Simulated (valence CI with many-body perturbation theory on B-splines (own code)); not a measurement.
# Level structure of Ge17+

Level of theory: relativistic CI+MBPT: five valence electrons over a frozen Dirac-Fock core [Ne], radial functions for each j: 11 s, 11 p, 10 d, 8 f, 5 g, 2 h, with the one-electron correlation potential Σ1, the two-electron term Σ2, the three-electron term Σ3, Breit, model QED; selected CI, second order for the rest, scaled by the run's own slope (own B-spline code, finite nucleus).

No measured levels were compared; by estimate levels of excited configurations hold to 0.05 to 0.15 % of their energy, terms of the ground configuration to about 0.5 %. Among the levels kept, up to 3300 cm⁻¹ of a level comes from second order outside the variational space, and about a tenth of that is noise between levels of different J, which matters for small intervals.

Levels 46 to 90 of 172, with energies above the lowest level, 3s2.3p3 4S°_3/2. "Leading %" is the weight of the configuration and term that name the level; weights of strongly mixed levels are sums over their largest components and can fall short, so below about 35 % the name and the second component can differ from the true leading terms, or belong to a minority configuration. In the jj column 3d3/2^4 stands for four electrons in 3d with j = 3/2. Lifetimes count E1, E2, E3, M1 and M2 decay at the calculated energies, and are blank where another channel may lead or the interval is too uncertain; long ones can be off by a factor of two.

```tsv
No.	Configuration	Term	J	E (eV)	Leading %	Lifetime	g	Leading jj
46	3s.3p3.3d	6D°	9/2	115.58	96	9.66 ns	1.546	3s 3p1/2 3p3/2^2 3d5/2 (51 %)
47	3p5	2P°	3/2	116.42	58	67.4 ps	1.334	3p1/2^2 3p3/2^3 (58 %)
48	3p5	2P°	1/2	121.82	55	72.1 ps	0.661	3p1/2 3p3/2^4 (55 %)
49	3s.3p3.3d	4D°	5/2	123.51	64	484 ps	1.289	3s 3p1/2^2 3p3/2 3d5/2 (32 %)
50	3s.3p3.3d	4D°	3/2	123.62	45	382 ps	0.828	3s 3p1/2^2 3p3/2 3d3/2 (29 %)
51	3s.3p3.3d	4D°	7/2	124.45	80	997 ps	1.410	3s 3p1/2 3p3/2^2 3d5/2 (66 %)
52	3s.3p3.3d	4D°	1/2	125.22	92	711 ps	0.026	3s 3p1/2 3p3/2^2 3d5/2 (43 %)
53	3s.3p3.3d	4F°	3/2	125.70	47	417 ps	0.793	3s 3p1/2 3p3/2^2 3d3/2 (58 %)
54	3s.3p3.3d	4F°	5/2	126.29	65	364 ps	1.111	3s 3p1/2 3p3/2^2 3d3/2 (64 %)
55	3s.3p3.3d	4F°	7/2	127.18	74	373 ps	1.250	3s 3p1/2 3p3/2^2 3d3/2 (50 %)
56	3s.3p3.3d	4F°	9/2	128.57	82	395 ps	1.324	3s 3p1/2 3p3/2^2 3d5/2 (60 %)
57	3s.3p3.3d	2S°	1/2	131.30	74	189 ps	2.068	3s 3p1/2 3p3/2^2 3d5/2 (35 %)
58	3s.3p3.3d	4G°	5/2	131.74	83	115 ps	0.612	3s 3p1/2^2 3p3/2 3d3/2 (36 %)
59	3s.3p3.3d	4G°	7/2	132.24	79	121 ps	1.019	3s 3p1/2 3p3/2^2 3d3/2 (34 %)
60	3s.3p3.3d	4G°	9/2	132.98	79	134 ps	1.196	3s 3p1/2 3p3/2^2 3d5/2 (50 %)
61	3s.3p3.3d	4G°	11/2	133.94	94	152 ps	1.272	3s 3p1/2 3p3/2^2 3d5/2 (94 %)
62	3s.3p3.3d	4D°	1/2	136.12	88	64.8 ps	0.039	3s 3p1/2^2 3p3/2 3d3/2 (38 %)
63	3s.3p3.3d	2G°	7/2	136.68	76	194 ps	0.930	3s 3p1/2^2 3p3/2 3d5/2 (36 %)
64	3s.3p3.3d	4D°	3/2	136.88	54	48.2 ps	1.262	3s 3p1/2^2 3p3/2 3d3/2 (43 %)
65	3s.3p3.3d	2G°	9/2	137.05	78	196 ps	1.138	3s 3p1/2 3p3/2^2 3d3/2 (56 %)
66	3s.3p3.3d	2D°	5/2	137.24	28	32.5 ps	1.327	3s 3p1/2^2 3p3/2 3d3/2 (34 %)
67	3s.3p3.3d	4P°	3/2	138.18	48	45.8 ps	1.590	3s 3p1/2^2 3p3/2 3d5/2 (39 %)
68	3s.3p3.3d	4P°	1/2	138.52	77	113 ps	2.562	3s 3p1/2 3p3/2^2 3d5/2 (31 %)
69	3s.3p3.3d	4P°	5/2	139.63	55	14.4 ps	1.389	3s 3p1/2^2 3p3/2 3d5/2 (34 %)
70	3s.3p3.3d	2D°	3/2	140.08	47	45.9 ps	0.905	3s 3p1/2 3p3/2^2 3d3/2 (34 %)
71	3s.3p3.3d	4D°	5/2	140.58	60	57.3 ps	1.350	3s 3p1/2 3p3/2^2 3d5/2 (69 %)
72	3s.3p3.3d	4F°	7/2	141.30	71	41.3 ps	1.215	3s 3p1/2 3p3/2^2 3d5/2 (30 %)
73	3s.3p3.3d	4D°	7/2	141.64	79	33.9 ps	1.378	3s 3p1/2 3p3/2^2 3d5/2 (50 %)
74	3s.3p3.3d	4F°	5/2	141.68	76	42.7 ps	1.023	3s 3p1/2 3p3/2^2 3d3/2 (50 %)
75	3s.3p3.3d	4F°	9/2	141.93	69	72.5 ps	1.278	3s 3p3/2^3 3d5/2 (40 %)
76	3s.3p3.3d	4F°	3/2	142.12	78	35.0 ps	0.581	3s 3p1/2 3p3/2^2 3d3/2 (64 %)
77	3s.3p3.3d	4P°	3/2	142.60	62	11.5 ps	1.636	3s 3p1/2 3p3/2^2 3d3/2 (69 %)
78	3s.3p3.3d	4P°	5/2	143.22	49	22.5 ps	1.294	3s 3p1/2 3p3/2^2 3d5/2 (53 %)
79	3s.3p3.3d	2F°	7/2	143.44	59	65.1 ps	1.168	3s 3p1/2 3p3/2^2 3d5/2 (52 %)
80	3s.3p3.3d	4S°	3/2	143.63	43	10.2 ps	1.833	3s 3p1/2 3p3/2^2 3d5/2 (49 %)
81	3s.3p3.3d	4P°	1/2	144.17	77	7.72 ps	2.213	3s 3p1/2 3p3/2^2 3d3/2 (30 %)
82	3s.3p3.3d	2D°	5/2	144.48	29	29.3 ps	1.211	3s 3p1/2 3p3/2^2 3d3/2 (32 %)
83	3s.3p3.3d	4D°	5/2	145.47	37	13.8 ps	1.264	3s 3p1/2 3p3/2^2 3d3/2 (22 %)
84	3s.3p3.3d	4D°	1/2	145.91	47	10.0 ps	0.657	3s 3p1/2^2 3p3/2 3d3/2 (23 %)
85	3s.3p3.3d	4D°	7/2	145.98	67	10.6 ps	1.373	3s 3p1/2 3p3/2^2 3d3/2 (26 %)
86	3s.3p3.3d	2D°	3/2	146.29	45	14.0 ps	0.998	3s 3p1/2 3p3/2^2 3d5/2 (24 %)
87	3s.3p3.3d	4D°	3/2	147.00	43	13.0 ps	1.007	3s 3p1/2 3p3/2^2 3d5/2 (39 %)
88	3s.3p3.3d	4D°	5/2	147.51	31	15.2 ps	1.303	3s 3p1/2 3p3/2^2 3d5/2 (43 %)
89	3s.3p3.3d	2P°	3/2	148.50	60	8.38 ps	1.350	3s 3p1/2 3p3/2^2 3d5/2 (38 %)
90	3s.3p3.3d	2G°	7/2	148.64	57	23.3 ps	1.003	3s 3p1/2 3p3/2^2 3d3/2 (54 %)
```

Names give the largest LS component (configuration and term), which can be under half, so a name can repeat, a term be missing and a line seem to break the LS rules; names also repeat where a configuration has a term twice.

Where two levels of one J and parity lie close, their mixing, g and order are uncertain.
